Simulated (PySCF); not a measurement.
Vibration and rotation of SiAs

PBE0 constants of SiAs, ²Π (doublet), unpaired electrons π ↑ (basis Si cc-pV(T+d)Z, As cc-pVTZ-PP with ECP10; scalar-relativistic core potentials; PySCF 2.14; masses 27.9769 and 74.9216 u):

- ωe: 506.9 cm⁻¹
- ωexe: 1.77 cm⁻¹
- Be: 0.17543 cm⁻¹
- αe: 0.000711 cm⁻¹
- D (centrifugal): 8.4e-08 cm⁻¹
- De to Si + As: 3.29 eV

Question: Give the vibrational terms G(v) and spacings up to v = 3.

Answer: G(v) = ωe(v+½) − ωexe(v+½)².

```
v  G(v) (cm⁻¹)  G(v) − G(v−1)  Bv (cm⁻¹)
0          253                    0.1751
1          756            503     0.1744
2         1256            500     0.1737
3         1752            496     0.1729
```

Question: How well does the Morse estimate ωe²/(4ωexe) reproduce De, and what is D0?

Answer: It gives 4.50 eV, 137 % of the computed De. D0 = De − G(0) = 3.29 − 0.03 = 3.26 eV.

Spin–orbit coupling is left out. The state is the lowest determinant that a PBE0 search found; another state may lie lower at other levels.
